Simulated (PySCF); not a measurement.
**Dipole response of Ti²⁺ (titanium, charge +2)**

[Ar] 3d2, high-spin 3F determinant. All numbers are calculated (PySCF 2.14, the spin-free X2C one-electron Hamiltonian (Gaussian nucleus), in aug-cc-pwCVTZ-DK). Coupled (time-dependent) response in atomic units; α is the mean over directions.

```tsv
method	mean α (bohr³)	C₆ (like pair)	S(−4)
B97-3	4.811	14.58	18.29
```

S(−4) is the Cauchy moment in α(ω) = α(0) + S(−4) ω² + …

α(iu) at B97-3:

| u (hartree) | α(iu) (bohr³) |
| --- | --- |
| 0 | 4.811 |
| 0.0500 | 4.766 |
| 0.100 | 4.641 |
| 0.200 | 4.253 |
| 0.300 | 3.830 |
| 0.500 | 3.138 |
| 0.750 | 2.532 |
| 1.00 | 2.089 |
| 1.50 | 1.473 |
| 2.00 | 1.078 |
| 3.00 | 0.6373 |
| 5.00 | 0.2961 |

A single London oscillator, α(iu) = α/(1 + u²/ω²), gives C₆ = (3/4) ω α². Matching the computed C₆ needs ω = 4 × 14.58 / (3 × 4.811²) = 0.840 hartree.

For an ion, C₆ is the dispersion term alone; charge-induced terms of lower order in 1/R come first.
